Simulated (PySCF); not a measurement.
`CS(=O)(=O)[SiH2][SiH2][O-]`, [CH₇O₃SSi₂]-, charge -1

Geometry:
```json
{"atom": "C1", "x (Å)": "-2.499", "y (Å)": "0.505", "z (Å)": "0.611"}
{"atom": "S2", "x (Å)": "-1.138", "y (Å)": "-0.688", "z (Å)": "0.539"}
{"atom": "O3", "x (Å)": "-1.139", "y (Å)": "-1.348", "z (Å)": "1.862"}
{"atom": "O4", "x (Å)": "-1.415", "y (Å)": "-1.501", "z (Å)": "-0.664"}
{"atom": "Si5", "x (Å)": "0.783", "y (Å)": "0.476", "z (Å)": "0.231"}
{"atom": "Si6", "x (Å)": "2.950", "y (Å)": "-0.435", "z (Å)": "-0.139"}
{"atom": "O7", "x (Å)": "3.755", "y (Å)": "0.912", "z (Å)": "-0.229"}
{"atom": "H8", "x (Å)": "-3.397", "y (Å)": "-0.120", "z (Å)": "0.727"}
{"atom": "H9", "x (Å)": "-2.538", "y (Å)": "1.072", "z (Å)": "-0.327"}
{"atom": "H10", "x (Å)": "-2.366", "y (Å)": "1.162", "z (Å)": "1.480"}
{"atom": "H11", "x (Å)": "0.695", "y (Å)": "1.373", "z (Å)": "1.436"}
{"atom": "H12", "x (Å)": "0.314", "y (Å)": "1.341", "z (Å)": "-0.908"}
{"atom": "H13", "x (Å)": "2.800", "y (Å)": "-1.332", "z (Å)": "-1.357"}
{"atom": "H14", "x (Å)": "3.197", "y (Å)": "-1.416", "z (Å)": "0.995"}
```

Total charge -1.

Method used: TDDFT B3LYP/def2-SVPD excited states, vertical, gas phase (PySCF 2.14.0). Geometry: PBE0-D3(BJ)/def2-SVP.

For a gas-phase anion, states above the detachment energy (about 2.3 eV, taken as minus the energy of the highest occupied orbital) lie in the continuum and depend on the basis.

**Question.** Give the one- and two-photon strengths of the lowest singlets.

**Answer.** δ for parallel linear polarisation; σ at the peak of a Lorentzian of half width 0.1 eV, single beam; Ω is circular over linear.
```
state  E (eV)      f  photon λ (nm)  δ (au)  σ (GM)     Ω                main
   S1    4.32  0.100            574     233    1.59  0.95      HOMO→LUMO 0.84
   S2    4.40  0.008            563    15.4    0.11  1.50    HOMO−1→LUMO 0.97
   S3    4.74  0.157            523    2370   19.54  0.52    HOMO→LUMO+1 0.92
   S4    4.99  0.000            497     7.2    0.07  1.40  HOMO−1→LUMO+1 0.88
   S5    5.01  0.031            495     356    3.27  1.08    HOMO→LUMO+2 0.91
```

Among these, the strongest one-photon state is S3, the strongest two-photon state S3.
